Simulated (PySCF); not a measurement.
MgHBr, SMILES [MgH][Br]. Heavy atoms are numbered as in [MgH:1][Br:3]. Hydrogens are named by the atom that carries them.

The structure is a stationary point at B3LYP-D3(BJ)/def2-TZVP.

All values below come from HF/def2-TZVPD run with PySCF.

Mulliken values depend strongly on the basis, most of all with diffuse functions as here. Atomic charges (e), one atom of each kind:

```
atom       Mulliken    IAO
---------  --------  -----
Mg1 (MgH)      0.68   1.40
H on Mg1      -0.22  -0.58
Br3           -0.46  -0.82
```
